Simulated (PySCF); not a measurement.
Below is a simulated gas-phase Si 2p photoelectron spectrum of `[BH3-]O[SiH2]F`.

Every computed line was given a Gaussian of 0.7 eV full width at half maximum and an area set by the number of equivalent atoms (split 2:1 within a doublet); the highest printed point is 100. Level of theory: delta-SCF UKS SCAN, pcX-2 on the ionised atom, pcseg-1 elsewhere, spin-free X2C (PySCF 2.14.0).

binding energy (eV), intensity and a bar:
```
    102.6          0 
    102.7          1 
    102.8          3 #
    102.9          8 ##
    103.0         15 #####
    103.1         28 ########
    103.2         44 #############
    103.3         64 ###################
    103.4         82 #########################
    103.5         95 #############################
    103.6        100 ##############################
    103.7         97 #############################
    103.8         89 ###########################
    103.9         79 ########################
    104.0         71 #####################
    104.1         64 ###################
    104.2         57 #################
    104.3         49 ###############
    104.4         39 ############
    104.5         28 ########
    104.6         19 ######
    104.7         11 ###
    104.8          6 ##
    104.9          3 #
    105.0          1 
    105.1          0 
    105.2          0
```

How many maxima does the curve show, and how many computed lines lie under it?

The curve has 1 maximum (at 103.6 eV). Under it lie 2 lines from 1 inequivalent silicon site, drawn as a 2p3/2, 2p1/2 pair. At this width some lines have no maximum of their own.

Decompose the envelope and assign each component. Numbering: `[BH3-:1][O:2][SiH2:3][F:4]`.

```tsv
position (eV)	relative area	line	atoms	environment
103.57	0.67	Si 2p3/2	Si3	fluorine-bound silicon
104.19	0.33	Si 2p1/2	Si3	fluorine-bound silicon
```

No satellites, vibrations or lifetime broadening are included. 2p3/2 and 2p1/2 are the ΔSCF energy of one spin-free 2p hole plus the eigenvalues of a spin–orbit and ligand-field matrix of the shell. 2p1/2 minus 2p3/2 (ligand field included): Si 0.63 eV. The species carries charge -1, so core ionisation leaves a neutral species. The basis sets have no added diffuse functions. Geometry: PBE0-D3(BJ)/def2-SVP, one conformer, isolated ion.

Conformer computed: `[BH3-:1][O:2][SiH2:3][F:4]`: B1–O2–Si3–F4 178°.
